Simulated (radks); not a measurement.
Values are calculated unless marked as measured or tabulated.
The lutetium ion Lu16+, 55 electrons, occupied as [Kr] 4d10 4f9.

Code: a radial shooting solver on a logarithmic mesh with Libxc functionals. Model: non-relativistic Kohn-Sham, TPSS, spin-polarised, spherical densities, point nucleus; open shells are filled with parallel spins first (spin-orbit coupling, left out, can overturn this in heavy ions); meta-GGA in the generalised Kohn-Sham scheme; relativity is left out, which matters for an element this heavy.

Energy parts (eV):
| part | energy |
|---|---|
| total | -374611.51 |
| kinetic | 374526.05 |
| electron-nucleus | -871373.23 |
| Hartree | 129666.53 |
| exchange-correlation | -7430.85 |

Orbitals (lengths in bohr, moments of r in powers of bohr):
| orbital | occ. | eigenvalue (eV) | <r> |
|---|---|---|---|
| 1s down | 1 | -58878.12 | 0.02134 |
| 1s up | 1 | -58878.10 | 0.02134 |
| 2s up | 1 | -9889.515 | 0.09033 |
| 2s down | 1 | -9889.453 | 0.09033 |
| 2p up | 3 | -9472.651 | 0.07649 |
| 2p down | 3 | -9472.616 | 0.07649 |
| 3s up | 1 | -2511.513 | 0.2303 |
| 3s down | 1 | -2507.881 | 0.2301 |
| 3p up | 3 | -2320.738 | 0.2203 |
| 3p down | 3 | -2317.365 | 0.2201 |
| 3d up | 5 | -1966.370 | 0.1939 |
| 3d down | 5 | -1963.809 | 0.1936 |
| 4s up | 1 | -771.8162 | 0.5076 |
| 4s down | 1 | -765.7311 | 0.5081 |
| 4p up | 3 | -692.7494 | 0.5140 |
| 4p down | 3 | -686.6126 | 0.5147 |
| 4d up | 5 | -549.6498 | 0.5263 |
| 4d down | 5 | -543.3920 | 0.5275 |
| 4f up | 7 | -364.1155 | 0.5493 |
| 4f down | 2 | -357.5720 | 0.5531 |
| 5s up | 0 | -337.3487 | 1.024 |
| 5s down | 0 | -334.3902 | 1.030 |
| 5p up | 0 | -307.6853 | 1.067 |
| 5p down | 0 | -304.9750 | 1.073 |
| 5d up | 0 | -256.3070 | 1.162 |
| 5d down | 0 | -253.9945 | 1.169 |

The highest occupied level is 4f down at -357.57 eV. Summed over all electrons, <r^2> = 9.740 bohr^2, which gives a Langevin (diamagnetic) susceptibility term of -7.71 x 10^-6 cm^3/mol. Spin moment in Bohr magnetons: 5. The spin density at the nucleus is -4.419 e/bohr^3 (1s 0.000, 2s -0.467, 3s -7.238, 4s 3.286). Virial ratio -V/T = 2.00023. For comparison, the ionisation energy in NIST's Atomic Spectra Database is 399 eV (theoretical). In exact Kohn-Sham theory the highest level is minus the ionisation energy, but local and semilocal functionals leave it too shallow, through self-interaction and a potential that decays too fast; potentials with the right tail come closer. The density falls to 0.001 e/bohr^3 at r = 1.69 bohr. The electron density at the nucleus is 2.557e+05 e/bohr^3.
